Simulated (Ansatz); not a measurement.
Abridged output of a molecular run in Ansatz:

```
Functional definition: HF
1093 factors; integrals over basis functions are off by at most 1.2e-3 eV
mean field evaluation 1: about -48785.9792 eV, gradient 4.2e1 eV
mean field evaluation 2: about -48786.0702 eV, gradient 4.2e1 eV
mean field evaluation 4: about -48790.3904 eV, gradient 3.4e0 eV
mean field evaluation 8: about -48790.4429 eV, gradient 9.5e-2 eV
mean field -48790.44294650 eV, -1793.0157069339 hartree, gradient 1.9e-6 eV, S^2 0.000000; 0 other end points of the search recorded, 0 dependent functions left out
17 core orbitals not correlated: weight in the atoms' cores, before any rotation towards them, 1.000 or more for the frozen orbitals, at most 0.000 for the correlated occupied ones
reference -48790.44294650 eV, -1793.0157069339 hartree; 19, 19 occupied and 74, 74 virtual orbitals, 1093 factors
second order -21.84141606 eV of doubles, -0.00000000 eV of singles
cycle   1  -22.55025116 eV  change   -7.1e-1 eV  update   1.3e-1
cycle   2  -23.02201565 eV  change   -4.7e-1 eV  update   5.3e-2
cycle   3  -23.19968786 eV  change   -1.8e-1 eV  update   2.6e-2
cycle   4  -23.20372080 eV  change   -4.0e-3 eV  update   7.0e-3
cycle   5  -23.19652165 eV  change    7.2e-3 eV  update   2.9e-3
cycle   6  -23.19607537 eV  change    4.5e-4 eV  update   9.6e-4
cycle   7  -23.19594860 eV  change    1.3e-4 eV  update   4.0e-4
cycle   8  -23.19590794 eV  change    4.1e-5 eV  update   1.2e-4
cycle   9  -23.19596760 eV  change   -6.0e-5 eV  update   4.6e-5
cycle  10  -23.19597789 eV  change   -1.0e-5 eV  update   1.7e-5
perturbative correction -0.61892959 eV, -0.0227452429 hartree
Total energy: -48814.25785398 eV, -1793.8908886413 hartree
```

Its atoms:

Cartesian coordinates in Å:
```
C -0.5228 1.0199 0.9818
O -0.0288 0.0807 0.0801
Sc 0.5915 -1.1497 -1.1066
Cl -0.8979 -2.0811 -2.5943
Cl 2.8259 -1.7025 -1.0499
H -0.0366 1.9881 0.8269
H -0.3291 0.6988 2.0100
H -1.6022 1.1459 0.8519
```

Which basis set was used?
A. def2-TZVPPD
B. def2-SVPD
C. def2-SVP
D. cc-pV(T+d)Z

C. It gives 110 functions.

Write the keys of the input that set method, charge and spin (a neutral closed shell needs none for the last two).


```yaml
correlation: {method: ccsd_t}
```
